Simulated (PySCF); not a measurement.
H2Si2, SMILES [Si]=[SiH2] (connectivity only; charge and spin as stated), neutral, multiplicity 1. Geometry optimised at r2SCAN-D4/def2-TZVP. The isomer is the one that the SMILES or the coordinates give; other isomers of the formula were not compared.

Method: r2SCAN-D4/def2-TZVP (PySCF 2.14.0).

Harmonic wavenumbers (cm⁻¹): 218, 355, 534, 877, 2187, 2215. Rotational constants (GHz): 164.4, 6.728, 6.464; symmetry number 2.

Work out the zero-point energy and the ideal-gas rigid-rotor harmonic-oscillator thermochemistry at 298.15 K and 1 atm.

ZPE = ½ Σ hcν = ½ × 6387 cm⁻¹ = 38.20 kJ/mol. H − E(el) = 51.13 kJ/mol. Entropy in J/(mol K): translation 159.43, rotation 83.50, vibration 16.10, total 259.03. G − E(el) = -26.10 kJ/mol. Cp = 54.57 J/(mol K).
